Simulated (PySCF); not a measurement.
How methods differ on the ionisation energy of S²⁺

S²⁺ [Ne] 3s2 3p2 (3P) → S³⁺ [Ne] 3s2 3p1 (2P), as a difference of total energies. Computed with PySCF 2.14 in aug-cc-pVQZ-DK (7s6p4d3f2g, 84 functions), with the spin-free X2C one-electron Hamiltonian (Gaussian nucleus). Correlated levels: valence: [Ne] frozen. The calculations carry no spin-orbit coupling.

```
           method  ionisation energy (eV)
              UHF                  34.152
              LDA                  34.876
              PBE                  34.829
             PBE0                  34.871
           r2SCAN                  35.023
              M06                  34.655
            B97-3                  34.702
        BHandHLYP                  34.696
             PW91                  34.900
    MP2 (valence)                  34.673
SCS-MP2 (valence)                  34.578
```

Question: How much does correlation contribute at MP2 (valence)?

Answer: 34.673 − (34.152) = 0.521 eV, measured against UHF.

A first-order spin-orbit estimate (lowest level to lowest level, LS coupling) adds -0.009 eV.

Errors of the correlated levels include the incompleteness of this basis and the frozen core.

For comparison: 34.86 ± 0.04 eV (semi-empirical (NIST evaluation); NIST Atomic Spectra Database, ionization energies).
